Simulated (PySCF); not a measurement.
A structure optimised at PBE-D3(BJ)/def2-SVP, used in a PySCF frequency run:

```
C
C 1 1.3442
H 2 1.1033 1 121.40
H 2 1.1034 3 117.08 1 179.78
H 1 1.1046 2 121.03 3 179.27
Ge 1 1.9384 5 116.58 2 179.23
H 6 1.5464 1 116.92 5 61.21
Cl 6 2.1775 7 106.70 1 121.99
Cl 6 2.1780 7 107.68 1 -121.80
```
Charge 0, spin multiplicity 1.

Problem. Write its SMILES and formula.

Solution. C=[CH][GeH]([Cl])[Cl], C2H4Cl2Ge

Problem. What are its rotational constants (standard atomic weights)?

Solution. 2.3441, 1.6994, 1.1614 GHz
